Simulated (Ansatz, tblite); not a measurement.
Spin states of the cluster ZnCl₃⁻ (the lowest singlet isomer of a short search), each relaxed with PBE-D4/def2-SVPD in Ansatz. Electronic energies in the gas phase.

The xTB rows come from tblite. HSE06 is defined as in plane-wave codes, on full-range PBE exchange. Correlated methods freeze 24 core orbitals. HOMO above LUMO, or a gap near zero within one spin, warns that the state may not be the lowest or that an electron is smeared out. In the triplet, Cl3 and Cl4 lie 2.68 Å apart (atoms count from 1), so these atoms are partly bonded to each other. The structure comes from a short search, and lower isomers may exist.

Singlet geometry (D3h within 0.1 Å):

```xyz
4

Zn    0.000    0.000    0.000
Cl    1.682   -0.863    1.205
Cl   -1.944   -1.105   -0.164
Cl    0.262    1.968   -1.041
```

Triplet geometry (Cs within 0.1 Å):

```xyz
4

Zn   -0.3829    0.3084   -1.0165
Cl    0.3486   -0.8688   -2.8497
Cl   -0.5329    1.0929    2.8458
Cl    0.5673   -0.5326    1.0204
```

Quintet geometry (D3h within 0.1 Å):

```csv
atom,x (Å),y (Å),z (Å)
Zn1,0.000,0.000,0.000
Cl2,1.371,1.917,-1.449
Cl3,1.355,-1.601,1.804
Cl4,-2.726,-0.315,-0.356
```

Run but left out: HF/STO-3G (triplet: ⟨S²⟩ 3.01, where a pure state has 2.00).

Only these spin states were relaxed. The triplet has other bonds than the singlet, so the gap mixes isomer and spin. The quintet has other bonds than the singlet, so the gap mixes isomer and spin.

```tsv
level	triplet − singlet (kcal/mol)	quintet − singlet (kcal/mol)	lowest of these	remarks
GFN1-xTB	93.3	299.4	singlet	–
GFN2-xTB	74.5	310.1	singlet	–
PBE-D4/def2-TZVPD	88.1	232.2	singlet	HOMO above zero (quintet), gap within one spin near zero (quintet)
revPBE-D4/def2-TZVPD	86.4	228.2	singlet	HOMO above zero (quintet), gap within one spin near zero (quintet)
r2SCAN-D4/def2-TZVPD	92.8	242.2	singlet	HOMO above zero (quintet), gap within one spin near zero (quintet)
PBE0-D4/def2-TZVPD	94.7	249.4	singlet	HOMO above zero (quintet)
HSE06-D4/def2-TZVPD	94.5	247.8	singlet	HOMO above zero (quintet)
CAM-B3LYP-D4/def2-TZVPD	96.4	261.8	singlet	HOMO above zero (quintet)
B2PLYP/def2-TZVPD	96.7	263.8	singlet	–
PBE-QIDH/def2-TZVPD	102.7	268.7	singlet	–
RPA@PBE/def2-TZVPD	93.0	218.1	singlet	–
```

| state | donor atoms | mean metal–ligand distance (Å) | range (Å) | Mulliken spin on the metal (PBE0) |
| --- | --- | --- | --- | --- |
| singlet | 3 | 2.242 | 2.24–2.24 | 0 |
| triplet | 2 | 2.349 | 2.30–2.40 | 0.92 |
| quintet | 3 | 2.767 | 2.77–2.77 | 2.15 |

⟨S²⟩ at PBE0-D4/def2-TZVPD: singlet 0.00 (pure 0.00), triplet 2.01 (pure 2.00), quintet 6.01 (pure 6.00).

Change of the quintet − singlet gap on mixing in exact exchange, in kcal/mol: PBE to PBE0 (25 % exact exchange) 17.2.

The xTB methods have no term that favours high spin, so they put low spin too low.
